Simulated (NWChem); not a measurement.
Molecule: CBrCuO; SMILES [O+]#[C-]->[Cu][Br]

```xyz
4

Cu    -0.0001     0.5395     0.0000
Br     0.0000    -1.6747     0.0000
O     -0.0007     3.4781     0.0000
C     -0.0002     2.3291     0.0000
```
Atoms are numbered in this order, from 1.

Level: PBE-D3(BJ)/def2-SVP (NWChem), optimised geometry, unscaled harmonic frequencies. This build's default masses of Se (78.918 u) and Br (79.917 u) are each other's, which moves their modes by up to 0.6 %.

Q: List the harmonic frequencies with IR intensities, and the thermochemistry.

A: 
```json
[
 {"frequency (cm⁻¹)": "66", "IR intensity (km/mol)": "2.1"},
 {"frequency (cm⁻¹)": "188", "IR intensity (km/mol)": "0.3"},
 {"frequency (cm⁻¹)": "275", "IR intensity (km/mol)": "17.8"},
 {"frequency (cm⁻¹)": "366", "IR intensity (km/mol)": "0.2"},
 {"frequency (cm⁻¹)": "485", "IR intensity (km/mol)": "0.5"},
 {"frequency (cm⁻¹)": "2136", "IR intensity (km/mol)": "662.9"}
]
```

```yaml
zero_point_energy: 5.0 kcal/mol
thermal correction to the enthalpy at 298.15 K (with zero-point energy): 8.9 kcal/mol
heat capacity Cv: 14.3 cal/(mol K)
entropy at 298.15 K and 1 atm (symmetry number 1): 61.8 cal/(mol K)
dipole_moment: 3.68 D
```

Rigid rotor and harmonic oscillator; modes under 100 cm⁻¹ make the entropy uncertain.
